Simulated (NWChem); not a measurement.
Molecule: SiH4O2; SMILES O[SiH2]O

```xyz
7

Si     0.0000     0.0000    -0.4255
O     -1.3853     0.0511     0.4893
O      1.3853    -0.0511     0.4893
H     -0.0651     1.2367    -1.2500
H      0.0651    -1.2367    -1.2500
H     -1.5866    -0.7328     1.0090
H      1.5866     0.7328     1.0090
```
Atoms are numbered in this order, from 1.

Results from NWChem. All runs use the structure optimised with PBE0/def2-SVP. Atomic charges in e: unrestrained fits to the electrostatic potential beside Mulliken populations; buried atoms are poorly determined by the fit.

Question: Estimate the computed values for B3LYP/def2-SVP. Quantities: ESP Si1; Mulliken Si1; ESP O2; Mulliken O2; ESP O3; Mulliken O3; relative RMS misfit of the potential (%).

Answer: 
- ESP Si1 = 0.92
- Mulliken Si1 = 0.71
- ESP O2 = -0.69
- Mulliken O2 = -0.40
- ESP O3 = -0.69
- Mulliken O3 = -0.40
- relative RMS misfit of the potential (%) = 23
